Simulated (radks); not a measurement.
Results of a calculation; reference values are marked as such.
Cs+, configuration [Xe] (the NIST ground configuration).

Code: a radial shooting solver on a logarithmic mesh with Libxc functionals. Model: scalar-relativistic Kohn-Sham, PBEsol, spin-polarised, spherical densities, finite nucleus; Fermi nuclear charge, rms radius 4.8041 fm.

Energy parts (eV):
| part | energy |
|---|---|
| total | -211796.29 |
| kinetic | 223117.41 |
| electron-nucleus | -512327.15 |
| Hartree | 82549.36 |
| exchange-correlation | -5135.92 |

Orbitals (lengths in bohr, moments of r in powers of bohr; r(max) is where P^2 peaks):
orbital  occ.  eigenvalue (eV)   r(max)
1s          2        -35784.86  0.01679
2s          2        -5618.065  0.09492
2p          6        -5041.294  0.07620
3s          2        -1171.900   0.2727
3p          6        -986.2706   0.2667
3d         10        -713.5223   0.2204
4s          2        -225.2232   0.6426
4p          6        -165.8490   0.6730
4d         10         -79.4231   0.7209
5s          2         -31.9797    1.542
5p          6         -18.6851    1.777

The highest occupied level is 5p at -18.685 eV. Summed over all electrons, <r^2> = 50.80 bohr^2, which gives a Langevin (diamagnetic) susceptibility term of -40.2 x 10^-6 cm^3/mol. The electron density at the nucleus is 3.06e+05 e/bohr^3 (large components only). For comparison, the ionisation energy in NIST's Atomic Spectra Database is 23.157 eV (measured). In exact Kohn-Sham theory the highest level is minus the ionisation energy, but local and semilocal functionals leave it too shallow, through self-interaction and a potential that decays too fast; potentials with the right tail come closer.
